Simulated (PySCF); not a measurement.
(Z)-1,2-difluoro-1-methoxyethene (C₃H₄F₂O), SMILES CO/C(F)=C/F.

Coordinates come from a PBE0-D3(BJ)/def2-SVP optimisation. One conformer was computed; it need not be the lowest.

The numbers are results of TDA-CAM-B3LYP/def2-SVPD in PySCF 2.14.0, not measurements.

Vertical excitations. 

```json
[
 {"state": "S1", "energy (eV)": "6.40", "λ (nm)": "194", "f": "0.023", "main pairs": "HOMO→LUMO 66 %, HOMO→LUMO+1 19 %"},
 {"state": "S2", "energy (eV)": "7.25", "λ (nm)": "171", "f": "0.025", "main pairs": "HOMO→LUMO+4 26 %, HOMO→LUMO 19 %, HOMO→LUMO+3 19 %, HOMO→LUMO+1 12 %"},
 {"state": "S3", "energy (eV)": "7.67", "λ (nm)": "162", "f": "0.263", "main pairs": "HOMO→LUMO+1 44 %, HOMO→LUMO+4 32 %"},
 {"state": "S4", "energy (eV)": "7.79", "λ (nm)": "159", "f": "0.161", "main pairs": "HOMO→LUMO+2 26 %, HOMO→LUMO+3 26 %, HOMO→LUMO+4 24 %, HOMO→LUMO+1 11 %"},
 {"state": "S5", "energy (eV)": "7.91", "λ (nm)": "157", "f": "0.015", "main pairs": "HOMO→LUMO+3 42 %, HOMO→LUMO+2 40 %, HOMO→LUMO 7 %"},
 {"state": "S6", "energy (eV)": "8.67", "λ (nm)": "143", "f": "0.078", "main pairs": "HOMO→LUMO+5 52 %, HOMO→LUMO+6 26 %"},
 {"state": "S7", "energy (eV)": "8.70", "λ (nm)": "142", "f": "0.052", "main pairs": "HOMO−1→LUMO 57 %, HOMO−1→LUMO+1 23 %"},
 {"state": "S8", "energy (eV)": "8.92", "λ (nm)": "139", "f": "0.001", "main pairs": "HOMO→LUMO+6 37 %, HOMO→LUMO+5 15 %, HOMO−1→LUMO+1 13 %, HOMO−1→LUMO+2 9 %"},
 {"state": "S9", "energy (eV)": "9.06", "λ (nm)": "137", "f": "0.024", "main pairs": "HOMO−1→LUMO+1 24 %, HOMO−1→LUMO 21 %, HOMO→LUMO+5 16 %, HOMO→LUMO+6 13 %"},
 {"state": "S10", "energy (eV)": "9.23", "λ (nm)": "134", "f": "0.007", "main pairs": "HOMO→LUMO+7 52 %, HOMO→LUMO+8 16 %, HOMO→LUMO+6 10 %"},
 {"state": "T1", "energy (eV)": "4.33", "λ (nm)": "286", "f": "0", "main pairs": "HOMO→LUMO+1 56 %, HOMO→LUMO+2 29 %"},
 {"state": "T2", "energy (eV)": "6.09", "λ (nm)": "204", "f": "0", "main pairs": "HOMO→LUMO 54 %, HOMO→LUMO+1 22 %, HOMO→LUMO+2 9 %"},
 {"state": "T3", "energy (eV)": "6.96", "λ (nm)": "178", "f": "0", "main pairs": "HOMO→LUMO+4 34 %, HOMO→LUMO 19 %, HOMO→LUMO+3 17 %, HOMO→LUMO+5 9 %"},
 {"state": "T4", "energy (eV)": "7.60", "λ (nm)": "163", "f": "0", "main pairs": "HOMO→LUMO+4 39 %, HOMO→LUMO+3 31 %, HOMO→LUMO+2 12 %, HOMO→LUMO+6 9 %"}
]
```
Triplets are in the Tamm–Dancoff approximation.
